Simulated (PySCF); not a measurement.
C7H16, SMILES C(CCC)CCC.

Geometry: B3LYP-D3(BJ)/def2-SVP. Other conformers were not sampled.

The numbers are results of ωB97X/def2-SVP (PySCF), not measurements.

Symmetry labels are those of the subgroup C2v that the program uses (full group C2v).

Computed valence orbital energies around the gap with their symmetry:
```tsv
orbital	symmetry	energy (eV)
HOMO−7	A1	-12.96
HOMO−6	A1	-12.54
HOMO−5	B2	-11.95
HOMO−4	B1	-11.88
HOMO−3	A1	-11.51
HOMO−2	A2	-11.42
HOMO−1	B2	-11.32
HOMO	B1	-11.06
LUMO	A1	3.91
LUMO+1	B1	4.17
LUMO+2	B2	4.60
LUMO+3	A1	4.67
```
